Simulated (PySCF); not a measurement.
C₅H₉N, SMILES C=CC1(N)CC1. Atoms are numbered in the order given.

```xyz
15

C      2.1828    -0.5593     0.0140
C      1.1453     0.1550    -0.4256
C     -0.2470     0.0165     0.0681
N     -0.3981    -0.8857     1.1702
C     -1.3475     0.0607    -0.9579
C     -1.1380     1.2421    -0.0619
H      2.0394    -1.3301     0.7755
H      3.1877    -0.4039    -0.3851
H      1.2938     0.9156    -1.2011
H     -1.3697    -1.1487     1.3035
H     -0.0783    -0.4478     2.0326
H     -2.2180    -0.5783    -0.7808
H     -1.0652     0.1398    -2.0109
H     -1.8584     1.4061     0.7445
H     -0.7185     2.1575    -0.4892
```
Charge 0, spin multiplicity 1.

Geometry optimised at PBE0-D3(BJ)/def2-SVP. The values are those of a single conformer.

These are B3LYP/pcSseg-1 (PySCF) values and carry that method's errors.

GIAO shieldings, no solvent; atoms listed in one row are averaged. δ = σ(ref) − σ: ¹³C against TMS (σ = 181.3 ppm); ¹⁵N against NH3 (σ = 265.5 ppm); ¹H against TMS (σ = 31.68 ppm), references at their B3LYP-D3(BJ)/def2-TZVP geometries, non-relativistic.

```csv
nucleus,atoms,count,δ (ppm)
¹³C,C2,1,154.7
¹³C,C1,1,121.0
¹³C,C3,1,39.2
¹³C,C6,1,24.7
¹³C,C5,1,21.6
¹⁵N,N4,1,58.0
¹H,H7,1,6.20
¹H,H8,1,5.60
¹H,H9,1,5.50
¹H,H12,1,1.02
¹H,H13,1,0.97
¹H,H15,1,0.95
¹H,H11,1,0.78
¹H,H14,1,0.59
¹H,H10,1,0.37
```
